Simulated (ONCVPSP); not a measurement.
## What the settings do to the ONCV potential of Rb (Z = 37)

Base potential:

rubidium, optimised norm-conserving Vanderbilt (ONCV), made with ONCVPSP 4.0.1 (LDA (Perdew-Wang 92), scalar-relativistic). Core [Ar] 3d10, reference 4s2 4p6 5s1. Waves: 4s+5s: rc 2.55 bohr, ncon 5, nbas 8, qcut 4.5 1/bohr, 2 projectors; 4p: rc 2.65 bohr, ncon 5, nbas 8, qcut 5.7 1/bohr, 2 projectors, debl 0.7 Ha; d scattering state at 0.03 Ha: rc 2.35 bohr, ncon 4, nbas 7, qcut 4 1/bohr, 2 projectors, debl 3.6 Ha. Local part: polynomial inside 2.05 bohr (lpopt 5, dvloc0 0 Ha). Core correction: polynomial model core, fcfact 0.25.

All-electron outer shells of the reference configuration (LDA (PZ), scalar-relativistic, ld1.x):

```
shell  level (eV)  outermost node (bohr)  outermost maximum (bohr)
   4s      -31.97                   0.62                      1.25
   4p      -16.03                   0.64                      1.42
   5s       -2.37                   1.79                      4.22
```

Cutoffs, loose and tight: the cutoffs (Ha) at which the residual kinetic energy of the hardest occupied pseudo-wave falls to 1 and 0.1 mHa per electron. They do not see the model core or the augmentation charge, which bear on the density cutoff. Test errors are all-electron minus pseudo excitation energies from the reference, over the configurations 4s2 4p6 5s0; 4s2 4p6 5s0.5; 4s2 4p6 5s0 5p1; 4s2 4p5 5s1. A dash means not determined; rows that change the core or the reference have their own tests.

1 further variants are left out, since the program set their typed debl aside.

For the base: The cutoffs count occupied waves only; projector 2 of the d channel, the hardest unoccupied one, needs 30 Ha at the loose tolerance.

| change | outcome | cutoff, loose | cutoff, tight | bound ghosts | GHOST(+) flags above zero | largest test error (meV) |
| --- | --- | --- | --- | --- | --- | --- |
| base | generated | 7.4 Ha | 9.6 Ha | none | none | -9.1 |
| s: qcut 3.9 | generated | 6.6 Ha | 19 Ha | none | none | -7.9 |
| local potential polynomial inside 2.25 bohr (lpopt 5, dvloc0 0 Ha) | generated | 7.4 Ha | 9.6 Ha | none | none | -8.4 |
| d: rc 2.26 | generated | 7.4 Ha | 9.6 Ha | none | none | -9.1 |
| p: ncon 4, nbas 7 | generated | 7.4 Ha | 9.6 Ha | none | none | -14 |
| reference 4s2 4p6 5s0.75 | generated | 7.4 Ha | 9.6 Ha | none | none | -136 |
| s: qcut 2.8; p: qcut 3.6; d: qcut 2.5 | generated | 6.4 Ha | 23 Ha | none | d | -0.5 |
| core correction polynomial model core, fcfact 1.26 | generated | 7.4 Ha | 9.6 Ha | none | none | -9.2 |
| p: nproj 1 | generated | 7.4 Ha | 9.6 Ha | none | none | -12 |

(1) What comes out with this change to the base: all radii but the core radius scaled by about 0.75 (s 1.92, p 2.00, d 1.78 bohr); local potential polynomial inside 1.54 bohr (lpopt 5, dvloc0 0 Ha)?

(2) What comes out with this change to the base: s: nbas 9?

(3) What comes out with this change to the base: p: rc 2.02; local potential polynomial inside 2.02 bohr (lpopt 5, dvloc0 0 Ha)?

Results:

(1) outcome: generated; cutoff, loose: 30 Ha; cutoff, tight: 43 Ha; bound ghosts: none; GHOST(+) flags above zero: s; largest test error (meV): -5.7.

(2) outcome: generated; cutoff, loose: 6.9 Ha; cutoff, tight: 9.0 Ha; bound ghosts: none; GHOST(+) flags above zero: none; largest test error (meV): -8.3.

(3) outcome: generated; cutoff, loose: 12 Ha; cutoff, tight: 18 Ha; bound ghosts: none; GHOST(+) flags above zero: none; largest test error (meV): -0.6.
